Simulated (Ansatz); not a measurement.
Molecule: C₂H₁₀O₂Si₂, net charge 0, singlet state. 
Structure (B3LYP-D3(BJ)/def2-TZVP (Ansatz, a program for electronic structure) minimum search):
SMILES: [SiH2](O)[Si](C)(C)O
```xyz
16

C     -0.8720     1.8916    -1.1286
Si    -0.6303     0.2479    -0.2599
C     -2.1352    -0.1194     0.7973
O     -0.3819    -0.9843    -1.3704
Si     1.4099     0.0620     0.9036
O      2.0191    -1.4350     0.5191
H     -0.0306     2.1188    -1.7854
H     -1.7854     1.8942    -1.7301
H     -0.9564     2.7022    -0.4000
H     -2.0387    -1.0820     1.3026
H     -3.0485    -0.1406     0.1958
H     -2.2634     0.6494     1.5635
H     -1.0798    -1.1994    -1.9947
H      2.3640     1.1361     0.5145
H      1.2591     0.1357     2.3785
H      1.6121    -1.8322    -0.2589
```

Wanted: vertical ionisation energy (to the doublet state of charge +1; each state is the SCF solution reached for its spin), in eV. Correlated levels leave the core frozen unless marked. UHF or UKS for open shells. No spin-orbit coupling. Non-relativistic. 

```csv
level,program,vertical ionisation energy (eV)
HF/aug-cc-pV(D+d)Z,Ansatz,8.99
HF/aug-cc-pV(T+d)Z,Ansatz,8.93
SVWN5/def2-TZVPD,Ansatz,9.09
PBE/def2-TZVPD,Ansatz,8.98
r2SCAN/def2-TZVPD,Ansatz,9.12
B3LYP/def2-TZVPD,Ansatz,9.31
PBE0/def2-TZVPD,Ansatz,9.29
BHLYP/def2-TZVPD,Ansatz,9.48
CAM-B3LYP/def2-TZVPD,Ansatz,9.48
wB97M-V/def2-TZVPD,Ansatz,9.49
wB97X-V/def2-TZVPD,Ansatz,9.51
B2PLYP/def2-TZVPD,Ansatz,9.38
MP2/aug-cc-pV(D+d)Z,Ansatz,9.48
RI-MP2/aug-cc-pV(T+d)Z,Ansatz,9.60
SCS-MP2/aug-cc-pV(D+d)Z,Ansatz,9.51
CCSD/aug-cc-pV(D+d)Z,Ansatz,9.52
CCSD(T)/aug-cc-pV(D+d)Z,Ansatz,9.49
```
